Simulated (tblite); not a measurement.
Compound: C4H9NOSi.
Atom-mapped SMILES: `[NH2:1][C:2](=[O:3])[CH2:4]/[CH:5]=[CH:6]\[SiH3:7]` (hydrogens: H8, H9 on N1; H10, H11 on C4; H12 on C5; H13 on C6; H14, H15, H16 on Si7)

Computed with GFN2-xTB (tblite), gas phase: L-BFGS steps from a force-field or distance-geometry start until the largest atomic force falls under 0.01 eV/Å.

At the end of the run (lengths in Å): N1–C2 1.351, C6–Si7 1.884, C2=O3 1.208, N1–H8 1.006, N1–H9 1.005, C4–H10 1.091, Si7–H16 1.463, O3–C2–C4 123.9°, N1–C2–C4 113.1°, C2–C4–C5 110.0°, C5–C6–Si7 127.1°, N1–C2–C4–C5 62°, C2–C4–C5–C6 -110°, C4–C5–C6–Si7 -3°, H10–C4–C2–N1 -178°, H14–Si7–C6–C5 -54°.

Question: These geometries were met on the way; a selection of coordinates is given. Order them by energy above the end point, lowest first.
A. N1–C2 1.352, C6–Si7 1.887, C2=O3 1.209, N1–H8 1.006, N1–H9 1.004, C4–H10 1.095, Si7–H16 1.467, O3–C2–C4 122.1°, N1–C2–C4 115.6°, C2–C4–C5 115.3°, C5–C6–Si7 128.0°, N1–C2–C4–C5 0°, C2–C4–C5–C6 -118°, C4–C5–C6–Si7 -2°, H10–C4–C2–N1 123°, H14–Si7–C6–C5 -92°
B. N1–C2 1.437, C6–Si7 1.829, C2=O3 1.251, N1–H8 1.048, N1–H9 1.045, C4–H10 1.130, Si7–H16 1.496, O3–C2–C4 117.0°, N1–C2–C4 120.5°, C2–C4–C5 110.8°, C5–C6–Si7 124.9°, N1–C2–C4–C5 0°, C2–C4–C5–C6 -121°, C4–C5–C6–Si7 0°, H10–C4–C2–N1 116°, H14–Si7–C6–C5 -95°
C. N1–C2 1.359, C6–Si7 1.885, C2=O3 1.214, N1–H8 1.021, N1–H9 1.018, C4–H10 1.090, Si7–H16 1.457, O3–C2–C4 116.5°, N1–C2–C4 118.5°, C2–C4–C5 111.4°, C5–C6–Si7 124.0°, N1–C2–C4–C5 -2°, C2–C4–C5–C6 -119°, C4–C5–C6–Si7 1°, H10–C4–C2–N1 118°, H14–Si7–C6–C5 -94°
D. N1–C2 1.353, C6–Si7 1.888, C2=O3 1.211, N1–H8 1.006, N1–H9 1.006, C4–H10 1.097, Si7–H16 1.465, O3–C2–C4 122.7°, N1–C2–C4 114.6°, C2–C4–C5 114.2°, C5–C6–Si7 126.1°, N1–C2–C4–C5 -2°, C2–C4–C5–C6 -118°, C4–C5–C6–Si7 -1°, H10–C4–C2–N1 118°, H14–Si7–C6–C5 -92°
E. N1–C2 1.357, C6–Si7 1.875, C2=O3 1.208, N1–H8 1.001, N1–H9 0.997, C4–H10 1.096, Si7–H16 1.458, O3–C2–C4 122.0°, N1–C2–C4 116.3°, C2–C4–C5 114.3°, C5–C6–Si7 125.2°, N1–C2–C4–C5 -2°, C2–C4–C5–C6 -118°, C4–C5–C6–Si7 -2°, H10–C4–C2–N1 119°, H14–Si7–C6–C5 -93°

Answer: A (0.071 eV), D (0.116 eV), E (0.193 eV), C (0.314 eV), B (0.681 eV).

```
step  E above end (eV)  rms distance from the end, all atoms (Å)  largest force (eV/Å)  rms shift of all bonds from the end (Å)
  21             0.071                                     0.762                 0.069                                    0.003
  10             0.116                                     0.776                 0.262                                    0.003
   5             0.193                                     0.786                 0.477                                    0.006
   2             0.314                                     0.794                 1.064                                    0.011
   0             0.681                                     0.802                 3.154                                    0.036
```

Rows stand in the order of the answer.
